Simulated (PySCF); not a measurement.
Compound: C5H9FSe.
Numbering: `[CH3:1][CH2:2][C@@:3]1([F:4])[CH2:5][CH2:6][Se:7]1` (hydrogens: H8, H9, H10 on C1; H11, H12 on C2; H13, H14 on C5; H15, H16 on C6)

Computed with PySCF at CAM-B3LYP/def2-SVPD, non-relativistic, on one gas-phase PBE0-D3(BJ)/def2-SVP geometry that isn't relaxed in the solvent. The solvent is an IEF-PCM continuum (Bondi radii, 1.10 Å for H, scaled by 1.2). The model holds no explicit solvent molecules, cavitation or dispersion. Spin–orbit coupling is left out although an atom past zinc is present.

Gas phase at CAM-B3LYP/def2-SVPD: HOMO -7.73 eV, LUMO 0.30 eV, dipole 2.30 D.

Q: What does the continuum do to the energy, the frontier levels and the dipole at CAM-B3LYP/def2-SVPD in dimethylsulfoxide and water?

A: 
```json
{"solvent": "dimethylsulfoxide", "ε": "46.83", "E(solvent) − E(gas) (kJ/mol)": "-17.08", "polarisation term (kJ/mol)": "-20.66", "distortion of the solute (kJ/mol)": "3.58", "HOMO (eV)": "-7.82", "LUMO (eV)": "0.35", "dipole (D)": "3.32"}
{"solvent": "water", "ε": "78.36", "E(solvent) − E(gas) (kJ/mol)": "-17.34", "polarisation term (kJ/mol)": "-21.05", "distortion of the solute (kJ/mol)": "3.71", "HOMO (eV)": "-7.82", "LUMO (eV)": "0.35", "dipole (D)": "3.34"}
```

The first energy column is the sum of the next two and covers electrostatics alone. From dimethylsulfoxide to water the lowering changes by a factor 1.02, Onsager's factor (ε − 1)/(2ε + 1) by 1.01 and ε itself by 1.7.

Q: Which radius a makes the point-dipole formula ΔE = −[(ε − 1)/(2ε + 1)]·μ²/a³ give the value in water, with the gas-phase dipole?

A: μ = 0.904 au and |ΔE| = 0.00660 Eh give a = 2.08 Å; the farthest nucleus lies 3.28 Å from the centroid of the nuclei, so such a sphere wouldn't even hold the nuclei. The formula assumes a rigid point dipole at the centre of a sphere.

Q: How does the static polarisability (CAM-B3LYP/def2-SVPD, frozen core, with the continuum's full static response) change?

A: 
```csv
medium,isotropic (au),principal values (au),⟨r²⟩ of the electrons (bohr²)
gas,86.4,"73.0, 89.9, 96.2",1073.7
dimethylsulfoxide,121.3,"107.1, 125.2, 131.6",1072.8
water,122.0,"107.9, 125.7, 132.3",1072.8
```

The isotropic value in water is 1.41 times the gas-phase one; no cavity-field correction is applied. ⟨r²⟩ is taken about the centre of nuclear charge.

Hardware: an x86-64 server with one thread (shared host). Cost: 48 s. This is the whole response run at CAM-B3LYP/def2-SVPD in water, SCF included.

Shape of the structure used: `[CH3:1][CH2:2][C@@:3]1([F:4])[CH2:5][CH2:6][Se:7]1`: C1–C2–C3–F4 60°.
